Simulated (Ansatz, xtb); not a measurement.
# Relative energy of two isomers of C7H5NO

Structure a: `C#Cc1ncoc1C=C`, a singlet. Structure b: `C#Cc1ocnc1C=C`, a singlet. Both are isolated molecules in the gas phase, relaxed with B3LYP/def2-SVP, each in the lowest conformer that the search found.

a (Å):

```xyz
14

C    -1.9087   -2.4284    1.8352
C    -1.3065   -1.6977    1.0753
C    -0.5979   -0.8304    0.2001
C     0.2593   -0.0752   -1.5868
C     0.0225    0.3672    0.5163
C     0.1609    1.1047    1.7491
C     0.8070    2.2750    1.8868
N    -0.4247   -1.0812   -1.1583
O     0.5694    0.8421   -0.6407
H    -2.4432   -3.0812    2.4995
H     0.6116    0.1232   -2.5980
H    -0.3173    0.6282    2.6099
H     1.2899    2.7642    1.0371
H     0.8667    2.7708    2.8578
```

b (Å):

```xyz
14

C     0.7811   -2.5293    2.4271
C     0.1318   -1.7796    1.7249
C    -0.6006   -0.8888    0.9139
C    -2.2299   -0.2323   -0.3350
C    -0.3828    0.4138    0.4981
C     0.7445    1.2794    0.8090
C     0.8702    2.5365    0.3573
N    -1.4504    0.7968   -0.3004
O    -1.7965   -1.2956    0.3696
H     1.3517   -3.1952    3.0472
H    -3.1801   -0.3434   -0.8563
H     1.5131    0.8401    1.4523
H     1.7373    3.1468    0.6197
H     0.1047    2.9786   -0.2854
```

Quicker runs give these differences E(b) − E(a): GFN2-xTB +0.31 kcal/mol; HF/STO-3G +0.85 kcal/mol (at GFN2-xTB geometries); r2SCAN-D4/def2-SVP −0.03 kcal/mol (at GFN2-xTB geometries).

Question: Estimate which is lower in electronic energy at CCSD(T)/def2-SVP + ΔMP2/def2-TZVPP, and by roughly how much.

Answer: CCSD(T)/def2-SVP + ΔMP2/def2-TZVPP gives E(b) − E(a) = +0.35 kcal/mol, slightly favouring structure a, which is too small a margin to settle the true order.

The same difference at several levels:

| level | geometry | E(b) − E(a) (kcal/mol) | departure from the last row (kcal/mol) | job, with rough time for the two |
| --- | --- | --- | --- | --- |
| GFN2-xTB | GFN2-xTB | +0.31 | −0.04 | optimisation, 0.23 s |
| HF/STO-3G | GFN2-xTB | +0.85 | +0.51 | single point, 0.77 s |
| r2SCAN-D4/def2-SVP | GFN2-xTB | −0.03 | −0.38 | single point, 9.6 s |
| B3LYP/def2-SVP | B3LYP/def2-SVP | +0.18 | −0.16 | optimisation, 99 s |
| HF/def2-SVP | B3LYP/def2-SVP | +0.71 | +0.37 | part of the CCSD(T) run |
| MP2/def2-SVP | B3LYP/def2-SVP | +0.45 | +0.10 | part of the CCSD(T) run |
| CCSD(T)/def2-SVP | B3LYP/def2-SVP | +0.31 | −0.04 | single point |
| CCSD(T)/def2-SVP + ΔMP2/def2-TZVPP | B3LYP/def2-SVP | +0.35 |  | single point, 5.1 min |

As drawn, both hold the same kinds of bond in the same numbers.

The largest departure from CCSD(T)/def2-SVP + ΔMP2/def2-TZVPP is that of HF/STO-3G, 0.51 kcal/mol. The last row adds to CCSD(T) the change of the MP2 difference between the two basis sets, here +0.04 kcal/mol.

With thermal terms from frequencies at re-optimised GFN2-xTB minima (ideal gas, soft modes damped towards free rotors, one conformer each, 298.15 K, 1 atm): the zero-point term adds −0.02 kcal/mol; ΔH is +0.34 and ΔG +0.30 kcal/mol.

The correlated steps freeze 9 core orbitals. Codes used: Ansatz 0.2.0, xtb 6.7.1; the last row on 2 threads of Arm Neoverse V1 on a shared host.
